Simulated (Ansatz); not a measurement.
This geometry of BrGeH3 + CH4 (10 atoms, charge 0, multiplicity 1) is a first-order saddle point.

Method: RKS PBE0/def2-SVP in Ansatz.

```xyz
10
Properties=species:S:1:pos:R:3
Ge -0.596 -1.000 -0.049
Br 2.317 -1.153 0.039
H -0.336 -1.638 -1.408
H -0.418 -1.741 1.271
H -2.022 -0.373 -0.067
H 0.887 0.206 0.044
C 0.087 1.153 0.038
H -0.502 1.379 0.935
H -0.435 1.423 -0.889
H 1.019 1.745 0.084
```

(1) Which two structures does it join? (They come from a converged band through this point; their orientation in space is the band's.)

(2) How far does it lie above each of them?

Results:

(1) Bonds broken: Ge1–Br2, H6–C7. Bonds formed: Ge1–C7, Br2–H6. BrGeH3 + CH4 becomes BrH + CH6Ge.

Initial state:

```xyz
10
Properties=species:S:1:pos:R:3
Ge -0.508 -2.239 -0.029
Br 1.781 -1.906 0.083
H -0.820 -2.784 -1.430
H -0.878 -3.250 1.064
H -1.175 -0.878 0.209
H 0.909 1.285 0.083
C 0.320 2.210 0.021
H -0.448 2.213 0.806
H -0.163 2.274 -0.964
H 0.983 3.075 0.158
```

Final state:

```xyz
10
Properties=species:S:1:pos:R:3
Ge -0.928 -0.587 -0.141
Br 3.243 -0.918 0.317
H -0.604 -1.271 -1.481
H -0.191 -1.365 0.978
H -2.439 -0.701 0.131
H 1.967 -1.346 0.787
C -0.347 1.274 -0.146
H -0.613 1.762 0.803
H -0.831 1.821 -0.968
H 0.743 1.331 -0.279
```

(2) 257.6 kJ/mol above the first and 164.1 kJ/mol above the second. This is the barrier of this one path; another mechanism may lie lower. The orbitals stay closed-shell, which can raise the energy where a bond breaks towards radicals; this wasn't checked here.

The run took 2.9 min on 2 threads of Intel(R) Xeon(R) Platinum 8488C (Sapphire Rapids), with other jobs on the host, peak memory 0.31 GiB.
